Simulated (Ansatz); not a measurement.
`N[SiH2][SiH](F)[SiH3]` + `N[SiH](S)Cl` → `N[SiH2]S[SiH](N)Cl` + `F[SiH2][SiH3]`  (cleavage of the Si–Si bond)

Computed with Ansatz on PBE0-D4/def2-TZVP structures; ΔE is electronic, products minus reactants. CBS: MP2 limit from def2 TZ/QZ plus the TZ coupled-cluster correction, frozen cores. DFT in def2-TZVPP. B3LYP here is the variant with VWN-RPA as its local correlation; programs differ in this. One conformer a species, not always the lowest.

```json
{"level": "PBE-D4", "ΔE (kcal/mol)": "-17.8", "difference from CCSD(T)/CBS": "3.1"}
{"level": "PBE0-D4", "ΔE (kcal/mol)": "-19.2", "difference from CCSD(T)/CBS": "1.7"}
{"level": "B3LYP-D4", "ΔE (kcal/mol)": "-20.2", "difference from CCSD(T)/CBS": "0.7"}
{"level": "ωB97X-V", "ΔE (kcal/mol)": "-20.3", "difference from CCSD(T)/CBS": "0.6"}
{"level": "HF/def2-TZVPP", "ΔE (kcal/mol)": "-20.6", "difference from CCSD(T)/CBS": "0.3"}
{"level": "MP2/def2-TZVPP", "ΔE (kcal/mol)": "-23.8", "difference from CCSD(T)/CBS": "-2.9"}
{"level": "CCSD(T)/def2-TZVPP", "ΔE (kcal/mol)": "-20.9", "difference from CCSD(T)/CBS": "0.0"}
{"level": "HF/def2-QZVPP", "ΔE (kcal/mol)": "-20.5", "difference from CCSD(T)/CBS": "0.4"}
{"level": "HF/CBS(def2)", "ΔE (kcal/mol)": "-20.4", "difference from CCSD(T)/CBS": "0.5"}
{"level": "MP2/CBS(def2)", "ΔE (kcal/mol)": "-23.8", "difference from CCSD(T)/CBS": "-2.9"}
{"level": "CCSD(T)/CBS", "ΔE (kcal/mol)": "-20.9", "difference from CCSD(T)/CBS": "0"}
```

Largest T1 diagnostic among the species: 0.013.

From PBE to PBE0 (25 % exact exchange), in def2-TZVPP and without D4, ΔE moves by −1.7 kcal/mol. The D4 term adds −2.8 kcal/mol with B3LYP and −1.5 kcal/mol with PBE0; it sums over pairs of atoms, weighted by their polarisabilities, and B3LYP, whose exchange is more repulsive, gets the larger term.
